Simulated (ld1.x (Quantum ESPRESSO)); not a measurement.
## An all-electron radial function and its pseudo partner (zinc (Zn))

Columns: radius, all-electron u(r) and pseudo u(r) of the 3d shell (level -10.42 eV) of zinc in the configuration [Ne] 3s2 3p6 3d10 4s2 4p0; LDA (PZ), scalar-relativistic, TM scheme, ld1.x (Quantum ESPRESSO) 7.5.

```tsv
r (bohr)	all-electron	pseudo
0.072	0.0584	0.0067
0.145	0.2589	0.0520
0.217	0.5032	0.1596
0.290	0.7219	0.3351
0.362	0.8794	0.5529
0.435	0.9781	0.7809
0.507	1.0247	0.9724
0.580	1.0336	1.1028
0.652	1.0163	1.1581
0.725	0.9818	1.1476
0.798	0.9373	1.0897
0.870	0.8881	1.0077
0.942	0.8369	0.9188
1.015	0.7848	0.8333
1.088	0.7340	0.7583
1.160	0.6857	0.6956
1.232	0.6399	0.6428
1.305	0.5960	0.5965
1.378	0.5549	0.5549
1.450	0.5169	0.5169
1.522	0.4815	0.4815
1.595	0.4480	0.4480
1.668	0.4169	0.4169
1.740	0.3884	0.3884
1.812	0.3620	0.3620
1.885	0.3370	0.3370
```

Problem. How many radial nodes do the two functions have?

Solution. The all-electron 3d function has n − l − 1 = 0; the pseudo-wave has 0.

Problem. At about which radius was the pseudo-wave matched?

Solution. 1.45 bohr, where the columns begin to agree (steps of 0.07 bohr).

Problem. Is the pseudo-wave norm-conserving?

Solution. Yes: the TM scheme keeps the norm inside the radius equal to the all-electron one, which fixes the energy derivative of the logarithmic derivative at the level.
